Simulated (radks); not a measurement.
Results of a calculation; reference values are marked as such.
Question: The mean radii <r> (bohr) of the occupied orbitals of an atom or ion are listed with their occupations. Level of theory: Dirac Kohn-Sham, PBE, spin-unpolarised, spherical densities, point nucleus (a radial shooting solver on a logarithmic mesh with Libxc functionals).

orbital  occ.      <r>
1s1/2       2  0.02507
2s1/2       2   0.1070
2p1/2       2  0.08991
2p3/2       4  0.09601
3s1/2       2   0.2848
3p1/2       2   0.2747
3p3/2       4   0.2867
3d3/2       4   0.2577
3d5/2       6   0.2615
4s1/2       2   0.6542
4p1/2       2   0.6746
4p3/2       4   0.7015
4d3/2       4   0.7620
4d5/2       6   0.7716
5s1/2       2    1.564
5p1/2       2    1.761
5p3/2       4    1.843
5d3/2       2    2.873

Name the element and its charge. Open shells, if any, fill j = l - 1/2 first.

Answer: Z = 57, lanthanum, charge +1: La+ in [Xe] 5d2. The 1s radius gives Z: for a bare nucleus <r> = (2 gamma + 1)/(2Z) with gamma = sqrt(1 - (Z/c)^2), 0.02473 bohr for Z = 57, and screening makes it slightly larger (0.02507 here). The occupations add up to 56, and the charge is Z minus that.
